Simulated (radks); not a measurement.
The numbers below are computed, except where a source is named.
Radial electron density D(r) = 4 pi r^2 rho(r) of an atom or ion with 2 electrons. Code: a radial shooting solver on a logarithmic mesh with Libxc functionals. Model: scalar-relativistic Kohn-Sham, OLYP, spin-polarised, spherical densities, finite nucleus; Fermi nuclear charge, rms radius of each element as measured or else 0.836 A^(1/3) + 0.57 fm.

| r (bohr) | D(r) (e/bohr) |
|---|---|
| 0.0109 | 0.09396 |
| 0.01171 | 0.1076 |
| 0.01269 | 0.1251 |
| 0.01374 | 0.1452 |
| 0.01477 | 0.1660 |
| 0.016 | 0.1924 |
| 0.0172 | 0.2195 |
| 0.01863 | 0.2539 |
| 0.02018 | 0.2933 |
| 0.02169 | 0.3337 |
| 0.02349 | 0.3845 |
| 0.02545 | 0.4425 |
| 0.02735 | 0.5014 |
| 0.02963 | 0.5751 |
| 0.03209 | 0.6584 |
| 0.03449 | 0.7424 |
| 0.03736 | 0.8465 |
| 0.04015 | 0.9508 |
| 0.04349 | 1.079 |
| 0.04712 | 1.222 |
| 0.05063 | 1.362 |
| 0.05485 | 1.533 |
| 0.05942 | 1.719 |
| 0.06386 | 1.900 |
| 0.06917 | 2.115 |
| 0.07494 | 2.345 |
| 0.08053 | 2.562 |
| 0.08724 | 2.815 |
| 0.09375 | 3.049 |
| 0.1016 | 3.314 |
| 0.11 | 3.580 |
| 0.1182 | 3.815 |
| 0.1281 | 4.068 |
| 0.1387 | 4.303 |
| 0.1491 | 4.495 |
| 0.1615 | 4.678 |
| 0.1736 | 4.810 |
| 0.188 | 4.913 |
| 0.2037 | 4.964 |
| 0.2189 | 4.959 |
| 0.2371 | 4.894 |
| 0.2569 | 4.764 |
| 0.2761 | 4.592 |
| 0.2991 | 4.343 |
| 0.324 | 4.037 |
| 0.3482 | 3.722 |
| 0.3771 | 3.338 |
| 0.4053 | 2.972 |
| 0.4391 | 2.556 |
| 0.4756 | 2.147 |
| 0.5111 | 1.795 |
| 0.5537 | 1.433 |
| 0.5998 | 1.111 |
| 0.6446 | 0.8608 |
| 0.6983 | 0.6280 |
| 0.7564 | 0.4422 |
| 0.8129 | 0.3121 |
| 0.8806 | 0.2036 |
| 0.9464 | 0.1335 |
| 1.025 | 0.07967 |
| 1.111 | 0.04511 |
| 1.193 | 0.02572 |
| 1.293 | 0.01296 |

What is the nuclear charge?

Answer. Z = 5. The innermost maximum, from 1s, lies near gamma/Z bohr with gamma = sqrt(1 - (Z/c)^2) = 0.999, here 0.2 bohr (found: 0.210), and its height grows with Z. The density is that of the boron ion B3+ in [He]; the configuration itself is not fixed sharply by these data. D(r) has 1 maximum, at r = 0.210 bohr.
